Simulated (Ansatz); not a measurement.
```xyz
10

C    -1.2921    1.0947    2.0073
C    -0.6118    0.8947    1.0329
Si    0.3957    0.5168   -0.4279
C     0.4209   -1.2680   -0.8536
F     1.8697    1.0381   -0.1576
F    -0.1661    1.3644   -1.6460
H    -1.8923    1.2807    2.8690
H     1.0390   -1.4435   -1.7371
H     0.8270   -1.8526   -0.0252
H    -0.5900   -1.6254   -1.0617
```

Charge 0, multiplicity 1.

List the PBE/def2-TZVPP orbital energies in eV (the Gaussian-basis code of Ansatz). (Estimate.)

Ansatz gave: Occupied: -1781.36, -659.97, -659.97, -269.59, -269.08, -268.97, -138.89, -95.69, -95.65, -95.57, -29.99, -29.49, -18.88, -17.82, -14.43, -13.32, -11.93, -11.81, -11.08, -10.52, -10.27, -10.10, -10.09, -9.70, -8.41, -7.54, -7.51. Lowest empty: -1.40, -1.32, 0.44, 1.26, 1.77, 1.80, 2.02, 2.26.
